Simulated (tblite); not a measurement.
Record of a relaxation.

Species: C4H6O2Si.
Bonds: C1–C2 (triple), C2–Si3, Si3–O4, O4–C5, C5–C6, C5–O7 (double). Hydrogens: H8 on C1; H9, H10 on Si3; H11, H12, H13 on C6.

Computed with GFN2-xTB (tblite), gas phase: L-BFGS steps from a force-field or distance-geometry start until the largest atomic force falls under 0.01 eV/Å. 13 of its 55 geometries are shown.

Step 0: E = -584.0655 eV, largest atomic force 2.235 eV/Å
```
atom  x, y, z in Å  |  force x, y, z in eV/Å
C1     -1.728    2.939    1.495   -0.123   1.006   0.543
C2     -1.595    1.901    0.914    0.562  -1.012  -0.516
Si3    -1.351    0.258    0.032   -1.472   0.198   0.052
O4      0.242   -0.088   -0.204    0.053  -0.966  -0.394
C5      0.656   -1.225   -0.810   -0.651  -0.570  -0.586
C6      2.152   -1.259   -0.867    0.361  -0.504   0.027
O7     -0.057   -2.097   -1.286    0.751   1.806   1.082
H8     -1.860    3.875    2.009    0.056  -0.701  -0.386
H9     -2.027    0.345   -1.290    0.285   0.046   0.318
H10    -1.998   -0.812    0.840    0.329   0.308  -0.137
H11     2.556   -1.261    0.150   -0.057   0.181  -0.201
H12     2.479   -2.176   -1.367   -0.078   0.177   0.049
H13     2.525   -0.398   -1.417   -0.015   0.031   0.149
```

Step 4: E = -584.1968 eV, largest atomic force 0.375 eV/Å
```
atom  x, y, z in Å  |  force x, y, z in eV/Å
C1     -1.726    2.935    1.492    0.043  -0.122  -0.076
C2     -1.570    1.892    0.911    0.310  -0.141  -0.051
Si3    -1.397    0.260    0.030   -0.055  -0.064  -0.044
O4      0.223   -0.113   -0.211   -0.208   0.124   0.105
C5      0.667   -1.215   -0.815   -0.359  -0.100  -0.042
C6      2.164   -1.269   -0.868    0.013  -0.024  -0.002
O7     -0.064   -2.061   -1.263    0.088   0.315   0.175
H8     -1.859    3.853    1.996   -0.002  -0.121  -0.069
H9     -2.018    0.349   -1.283   -0.029   0.084  -0.138
H10    -1.985   -0.801    0.838    0.019  -0.037   0.127
H11     2.556   -1.253    0.145    0.063   0.074   0.027
H12     2.479   -2.177   -1.370    0.023  -0.049  -0.041
H13     2.525   -0.399   -1.407    0.094   0.062   0.030
```

Step 9: E = -584.2410 eV, largest atomic force 0.208 eV/Å
```
atom  x, y, z in Å  |  force x, y, z in eV/Å
C1     -1.709    2.897    1.469    0.082  -0.077  -0.037
C2     -1.482    1.861    0.901   -0.031  -0.003  -0.014
Si3    -1.432    0.236    0.013    0.076  -0.061  -0.025
O4      0.197   -0.092   -0.191    0.116  -0.005  -0.019
C5      0.645   -1.186   -0.796    0.063  -0.068  -0.048
C6      2.153   -1.261   -0.864   -0.005   0.076   0.032
O7     -0.094   -2.025   -1.241    0.033   0.107   0.058
H8     -1.858    3.810    1.972    0.030  -0.032  -0.021
H9     -2.026    0.372   -1.316   -0.024  -0.026   0.049
H10    -1.982   -0.810    0.872   -0.045   0.008  -0.043
H11     2.567   -1.235    0.143   -0.064  -0.026   0.000
H12     2.473   -2.173   -1.371   -0.150   0.121   0.079
H13     2.544   -0.394   -1.394   -0.081  -0.013  -0.011
```

Step 14: E = -584.2510 eV, largest atomic force 0.093 eV/Å
```
atom  x, y, z in Å  |  force x, y, z in eV/Å
C1     -1.686    2.878    1.459    0.016   0.020   0.010
C2     -1.468    1.842    0.889   -0.014  -0.010  -0.007
Si3    -1.420    0.220    0.006   -0.050   0.020   0.015
O4      0.211   -0.080   -0.186    0.017   0.064   0.024
C5      0.649   -1.175   -0.792   -0.008   0.073   0.057
C6      2.149   -1.247   -0.857   -0.024  -0.029  -0.012
O7     -0.100   -2.005   -1.230   -0.026  -0.049  -0.033
H8     -1.847    3.790    1.960    0.052  -0.007  -0.005
H9     -2.033    0.367   -1.311    0.002  -0.054  -0.009
H10    -1.991   -0.812    0.865   -0.005  -0.044  -0.039
H11     2.557   -1.233    0.152   -0.004   0.038   0.001
H12     2.443   -2.160   -1.362    0.043  -0.046  -0.028
H13     2.531   -0.384   -1.396    0.000   0.025   0.027
```

Step 18: E = -584.2541 eV, largest atomic force 0.121 eV/Å
```
atom  x, y, z in Å  |  force x, y, z in eV/Å
C1     -1.672    2.873    1.456    0.002   0.004   0.000
C2     -1.468    1.836    0.885   -0.023   0.021   0.017
Si3    -1.425    0.216    0.005    0.021  -0.047  -0.028
O4      0.213   -0.065   -0.180   -0.046  -0.064  -0.020
C5      0.646   -1.163   -0.784   -0.007  -0.066  -0.060
C6      2.145   -1.247   -0.856    0.017   0.040   0.019
O7     -0.103   -1.995   -1.226   -0.015   0.101   0.065
H8     -1.827    3.784    1.956    0.048   0.059   0.031
H9     -2.035    0.350   -1.312   -0.008  -0.032  -0.043
H10    -1.995   -0.825    0.852    0.001  -0.048  -0.008
H11     2.551   -1.223    0.153    0.015  -0.019  -0.012
H12     2.442   -2.163   -1.363   -0.015   0.081   0.044
H13     2.525   -0.377   -1.389    0.009  -0.030  -0.006
```

Step 22: E = -584.2589 eV, largest atomic force 0.103 eV/Å
```
atom  x, y, z in Å  |  force x, y, z in eV/Å
C1     -1.648    2.870    1.454   -0.003  -0.002  -0.004
C2     -1.480    1.827    0.880   -0.032  -0.032  -0.004
Si3    -1.433    0.202   -0.001   -0.052   0.034   0.008
O4      0.213   -0.050   -0.173   -0.022   0.009   0.020
C5      0.642   -1.148   -0.777   -0.028   0.037   0.030
C6      2.139   -1.236   -0.850   -0.003   0.033   0.015
O7     -0.120   -1.970   -1.211   -0.024  -0.089  -0.047
H8     -1.777    3.788    1.956    0.051  -0.036  -0.021
H9     -2.039    0.309   -1.325    0.020   0.011   0.001
H10    -2.002   -0.862    0.823    0.037   0.021   0.003
H11     2.546   -1.212    0.157    0.023  -0.024   0.055
H12     2.437   -2.149   -1.355   -0.004  -0.005  -0.001
H13     2.518   -0.368   -1.381    0.036   0.042  -0.055
```

Step 27: E = -584.2616 eV, largest atomic force 0.074 eV/Å
```
atom  x, y, z in Å  |  force x, y, z in eV/Å
C1     -1.635    2.865    1.450    0.009  -0.011  -0.004
C2     -1.496    1.817    0.878   -0.022   0.008   0.002
Si3    -1.449    0.198   -0.005    0.022  -0.054  -0.026
O4      0.201   -0.043   -0.166   -0.028  -0.036  -0.016
C5      0.634   -1.139   -0.770    0.022  -0.027  -0.037
C6      2.134   -1.223   -0.843    0.017  -0.007   0.000
O7     -0.122   -1.966   -1.209    0.051   0.045   0.030
H8     -1.734    3.784    1.952    0.022   0.029   0.015
H9     -2.038    0.292   -1.335   -0.015   0.030  -0.025
H10    -1.997   -0.878    0.812   -0.017  -0.004   0.039
H11     2.546   -1.208    0.164   -0.013   0.032  -0.012
H12     2.431   -2.137   -1.349   -0.022   0.002  -0.002
H13     2.520   -0.360   -1.383   -0.024  -0.005   0.038
```

Step 32: E = -584.2633 eV, largest atomic force 0.037 eV/Å
```
atom  x, y, z in Å  |  force x, y, z in eV/Å
C1     -1.623    2.859    1.447    0.013  -0.005  -0.001
C2     -1.513    1.808    0.875    0.002   0.000  -0.008
Si3    -1.460    0.187   -0.011   -0.013   0.016   0.014
O4      0.192   -0.044   -0.165    0.007   0.006  -0.012
C5      0.636   -1.135   -0.769   -0.008  -0.011   0.009
C6      2.134   -1.215   -0.839   -0.006   0.003   0.002
O7     -0.115   -1.966   -1.208   -0.017  -0.025  -0.021
H8     -1.698    3.781    1.950    0.009  -0.018  -0.009
H9     -2.041    0.292   -1.347   -0.008   0.002   0.020
H10    -1.998   -0.887    0.817   -0.021   0.008  -0.004
H11     2.542   -1.198    0.169    0.006   0.006   0.000
H12     2.423   -2.131   -1.346    0.032   0.010   0.007
H13     2.517   -0.351   -1.376    0.005   0.009   0.004
```

Step 36: E = -584.2641 eV, largest atomic force 0.058 eV/Å
```
atom  x, y, z in Å  |  force x, y, z in eV/Å
C1     -1.611    2.855    1.445    0.005  -0.005  -0.006
C2     -1.522    1.804    0.870    0.028   0.008   0.010
Si3    -1.468    0.183   -0.011    0.026  -0.027  -0.019
O4      0.186   -0.045   -0.169   -0.045  -0.029   0.004
C5      0.633   -1.137   -0.769    0.000  -0.001  -0.028
C6      2.133   -1.211   -0.836   -0.007   0.007   0.003
O7     -0.116   -1.970   -1.212    0.048   0.023   0.023
H8     -1.675    3.777    1.947    0.002   0.022   0.013
H9     -2.047    0.291   -1.346   -0.019  -0.006   0.003
H10    -2.008   -0.890    0.818   -0.008   0.010  -0.011
H11     2.543   -1.188    0.172   -0.023  -0.011  -0.011
H12     2.431   -2.125   -1.343    0.019   0.028   0.017
H13     2.515   -0.343   -1.370   -0.026  -0.019   0.001
```

Step 40: E = -584.2654 eV, largest atomic force 0.077 eV/Å
```
atom  x, y, z in Å  |  force x, y, z in eV/Å
C1     -1.588    2.848    1.441   -0.001   0.035   0.014
C2     -1.523    1.796    0.864    0.043  -0.010   0.011
Si3    -1.479    0.172   -0.015   -0.053   0.050   0.009
O4      0.170   -0.054   -0.175    0.043   0.004   0.015
C5      0.631   -1.141   -0.774    0.017  -0.006   0.034
C6      2.131   -1.200   -0.830    0.023   0.007  -0.005
O7     -0.107   -1.981   -1.217   -0.010  -0.064  -0.041
H8     -1.635    3.772    1.944   -0.001  -0.010  -0.005
H9     -2.065    0.290   -1.345   -0.025  -0.021  -0.027
H10    -2.030   -0.891    0.818    0.000  -0.016  -0.007
H11     2.536   -1.175    0.179   -0.026   0.010   0.044
H12     2.450   -2.107   -1.332   -0.014  -0.026  -0.018
H13     2.506   -0.329   -1.361    0.004   0.049  -0.025
```

Step 45: E = -584.2687 eV, largest atomic force 0.061 eV/Å
```
atom  x, y, z in Å  |  force x, y, z in eV/Å
C1     -1.538    2.840    1.435    0.011  -0.026  -0.011
C2     -1.507    1.785    0.860    0.012   0.031   0.017
Si3    -1.514    0.163   -0.022    0.047  -0.024  -0.012
O4      0.134   -0.086   -0.187   -0.047  -0.037  -0.011
C5      0.628   -1.162   -0.782   -0.023  -0.011  -0.036
C6      2.132   -1.173   -0.817   -0.030   0.004   0.012
O7     -0.077   -2.022   -1.240    0.017   0.008   0.014
H8     -1.549    3.764    1.939   -0.008   0.014   0.005
H9     -2.118    0.281   -1.347    0.016  -0.012   0.016
H10    -2.080   -0.894    0.813    0.019   0.010  -0.022
H11     2.509   -1.138    0.204    0.019   0.040  -0.024
H12     2.493   -2.070   -1.313   -0.040   0.021   0.003
H13     2.482   -0.287   -1.345    0.008  -0.019   0.049
```

Step 50: E = -584.2699 eV, largest atomic force 0.011 eV/Å
```
atom  x, y, z in Å  |  force x, y, z in eV/Å
C1     -1.512    2.835    1.432    0.007   0.001   0.003
C2     -1.498    1.780    0.858    0.005   0.004  -0.003
Si3    -1.526    0.157   -0.026   -0.007   0.001   0.005
O4      0.114   -0.104   -0.194    0.000   0.006  -0.007
C5      0.625   -1.172   -0.788   -0.001  -0.001   0.002
C6      2.128   -1.159   -0.809    0.000   0.002   0.001
O7     -0.064   -2.042   -1.250   -0.004  -0.008  -0.007
H8     -1.510    3.759    1.936   -0.006   0.001  -0.001
H9     -2.137    0.275   -1.347    0.011   0.001  -0.002
H10    -2.099   -0.895    0.807    0.003  -0.009   0.003
H11     2.500   -1.115    0.213    0.000  -0.001   0.002
H12     2.501   -2.050   -1.304   -0.002  -0.002   0.004
H13     2.473   -0.269   -1.331   -0.007   0.006   0.000
```

Step 54: E = -584.2699 eV, largest atomic force 0.009 eV/Å
```
atom  x, y, z in Å  |  force x, y, z in eV/Å
C1     -1.513    2.837    1.433    0.000  -0.005  -0.003
C2     -1.495    1.782    0.858   -0.002   0.006   0.003
Si3    -1.525    0.158   -0.025    0.004  -0.002   0.000
O4      0.115   -0.103   -0.196   -0.002  -0.002  -0.003
C5      0.624   -1.173   -0.789   -0.001  -0.003  -0.001
C6      2.128   -1.160   -0.809   -0.002  -0.001   0.000
O7     -0.064   -2.043   -1.251    0.004   0.007   0.004
H8     -1.517    3.761    1.937    0.001  -0.001  -0.001
H9     -2.134    0.276   -1.347    0.003   0.002  -0.001
H10    -2.096   -0.895    0.808    0.003  -0.001   0.002
H11     2.501   -1.116    0.212   -0.005  -0.001   0.000
H12     2.500   -2.052   -1.304    0.003   0.003   0.001
H13     2.473   -0.270   -1.331   -0.006  -0.002  -0.001
```

Problem. Summarise the path.

Solution. The energy falls by 4.71 kcal/mol from step 0 to step 54; nine tenths of that is first reached at step 13. It falls at every step. The largest force goes from 2.235 to 0.009 eV/Å. Among the bonds C2–Si3 changes most, from 1.881 to 1.848 Å; the atoms move by 0.179 Å rms after alignment.

The cost below is that of the whole relaxation. On one thread of an Arm Neoverse V2, no GPU, shared host with 96 logical CPUs at a one-minute load of 44, this took 0.24 s.
